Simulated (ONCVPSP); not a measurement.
# Potentials for Be compared

Generated with ld1.x 7.5 (TM, RRKJ, ultrasoft, PAW), atompaw 4.2 or ONCVPSP 4.0.1. The cutoff is in Ry: for ld1.x and atompaw files where the sum of valence levels is converged to 10 mRy in a Bessel basis, for ONCV files where the hardest occupied wave has 1 mHa per electron of residual kinetic energy. The error is the largest all-electron minus pseudo excitation energy over each file’s own four to seven test configurations (ionisations up to +4, promotions, holes and added fractions of an electron), all of which were solved. The labels leave out finer settings (local radius, basis sizes, second energies), which also bear on the numbers. Spin-polarised tests are not counted. The rows are a selection from randomly drawn settings: files with unsolved tests, undetermined cutoffs or missed reference levels are left out.

A true bound ghost makes a file unfit for plane-wave use even where its test errors are small: the radial tests pick states by their node count and pass the ghost by.

| potential | cutoff (Ry) | largest error (meV) | bound ghosts |
| --- | --- | --- | --- |
| ONCV, LDA (Perdew-Zunger), scalar-relativistic, rc 0.90/0.85/0.80 (spd), local smoothed, core correction no, reference 1s2 2s2, qcut 12.6/11.4/11.4, projectors 2/2/2 | 129 | +1551 | none |
| ONCV, PBE, scalar-relativistic, rc 0.65/0.70/0.70 (spd), local smoothed, core correction no, reference 1s2 2s2, qcut 23.8/10.3/12.7, projectors 3/3/2 | 334 | +275 | p |
| ONCV, LDA (Perdew-Wang 92), scalar-relativistic, rc 0.90/1.00/0.70 (spd), local smoothed, core correction no, reference 1s2 2s1, qcut 16.4/9.3/13.5, projectors 2/2/3 | 166 | +2.3 | none |

Task: Fill in the row for Be: ONCV, LDA (Perdew-Zunger), fully relativistic, rc 0.80/0.80 (sp), local p, core correction no, reference 1s2 2s1, qcut 12.2/9.6, projectors 3/0.

Result: cutoff 140 Ry, largest error +2.2 meV, bound ghosts: none.

Task: Fill in the row for Be: ONCV, Wu-Cohen, scalar-relativistic, rc 0.80/0.85/0.65 (spd), local smoothed, core correction no, reference 1s2 2s2, qcut 12.3/8.6/17.6, projectors 2/2/1.

Result: cutoff 138 Ry, largest error +1366 meV, bound ghosts: none.
